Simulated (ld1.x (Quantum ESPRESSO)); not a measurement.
oxygen: excitation energies, all-electron against PAW

O, PAW, made with ld1.x (Quantum ESPRESSO) 7.5 (PBE, scalar-relativistic). Core [He], reference 2s2 2p4. Waves: 2s (bound): rcut 0.70, rcutus 0.75 bohr; 2s channel at -0.7 Ry: rcut 0.70, rcutus 0.75 bohr; 2p (bound): rcut 1.40, rcutus 1.65 bohr; 2p channel at -0.35 Ry: rcut 1.40, rcutus 1.65 bohr; 3d channel at 0.25 Ry: rcut 1.40, rcutus 1.50 bohr; 3d channel at 2.75 Ry: rcut 1.40, rcutus 1.50 bohr. Local part: all-electron potential smoothed inside 1.45 bohr (lloc = -1). Core correction: a·sin(br)/r model core inside 0.40 bohr. Augmentation charge: BESSEL, radius 0.75 bohr.

Energies are relative to the spin-unpolarised reference configuration 2s2 2p4; without spin polarisation the order of configurations can differ from experiment.

Q: Give the all-electron excitation energy and the error of the potential for: 2s2 2p3; 2s2 2p2; 2s2 2p1; 2s2 2p4.3; 2s2 2p3.5; 2s1 2p4; 2s2 2p0.

A:

| valence configuration | charge | ΔE all-electron (eV) | error AE − PS (meV) |
| --- | --- | --- | --- |
| 2s2 2p3 | +1 | 16.431 | -3.2 |
| 2s2 2p2 | +2 | 50.017 | -21 |
| 2s2 2p1 | +3 | 103.886 | -56 |
| 2s2 2p4.3 | -0.3 | -2.123 | +0.1 |
| 2s2 2p3.5 | +0.5 | 6.286 | -0.7 |
| 2s1 2p4 | +1 | 31.659 | +6.7 |
| 2s2 2p0 | +4 | 180.791 | -66 |
